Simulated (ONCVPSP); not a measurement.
**sulfur (S): one change to an ONCV potential, before and after**

| Quantity | Value |
| --- | --- |
| Element | sulfur (S) |
| Generator | ONCVPSP 4.0.1 |
| Type | optimised norm-conserving Vanderbilt (ONCV) |
| Functional | PBE |
| Relativity | scalar-relativistic |
| Frozen core | [He] |
| Valence charge | 14 |
| Reference configuration | 2s2 2p6 3s2 3p4 |
| Partial waves | 2s+3s: rc 0.80 bohr, ncon 4, nbas 8, qcut 17 1/bohr, 2 projectors; 2p+3p: rc 0.90 bohr, ncon 4, nbas 8, qcut 13.7 1/bohr, 2 projectors; d scattering state at 0.44 Ha: rc 0.80 bohr, ncon 4, nbas 7, qcut 13.9 1/bohr, local |
| Local potential | the d channel |
| Core correction | polynomial model core, fcfact 0.45 |

All-electron outer shells of the reference configuration (PBE, scalar-relativistic, ld1.x):

```json
{"shell": "1s", "level (eV)": "-2405.94", "outermost node (bohr)": "–", "outermost maximum (bohr)": "0.06"}
{"shell": "2s", "level (eV)": "-211.71", "outermost node (bohr)": "0.13", "outermost maximum (bohr)": "0.39"}
{"shell": "2p", "level (eV)": "-156.51", "outermost node (bohr)": "–", "outermost maximum (bohr)": "0.33"}
{"shell": "3s", "level (eV)": "-17.26", "outermost node (bohr)": "0.60", "outermost maximum (bohr)": "1.40"}
{"shell": "3p", "level (eV)": "-7.01", "outermost node (bohr)": "0.58", "outermost maximum (bohr)": "1.61"}
```

Change: all radii but the core radius scaled by about 0.97 (s 0.78, p 0.86, d 0.78 bohr).

Cutoffs: the cutoffs (Ha) at which the residual kinetic energy of the hardest occupied pseudo-wave falls to 1 and 0.1 mHa per electron; they do not see the model core or the augmentation charge, which bear on the density cutoff. Errors are all-electron minus pseudo energies relative to the spin-unpolarised reference configuration.

Q: What does the change do?

A: The potential gets harder (88 Ha and 180 Ha → 94 Ha and 264 Ha); the errors of the 4 common tests hardly move; neither file shows a bound ghost. A smaller radius makes the pseudo-wave follow the all-electron one further in, where it bends more sharply, so more plane waves are needed.

```tsv
quantity	base	changed
cutoff, loose	88 Ha	94 Ha
cutoff, tight	180 Ha	264 Ha
loose cutoff by channel	s 79 Ha, p 88 Ha	s 84 Ha, p 94 Ha
bound ghosts	none	none
GHOST(+) flags under 300 eV	none	none
error for 2s2 2p6 3s2 3p3, meV [ΔE 11.77 eV]	+0.5	+0.6
error for 2s2 2p6 3s2 3p2, meV [ΔE 34.05 eV]	+3.2	+3.5
error for 2s2 2p6 3s2 3p1, meV [ΔE 68.09 eV]	+12	+12
error for 2s2 2p5 3s2 3p4, meV [ΔE 173.68 eV]	+1312	+1167
rms error of d²Exc/dni dnj with the model core, mHa	2.42	2.46
```
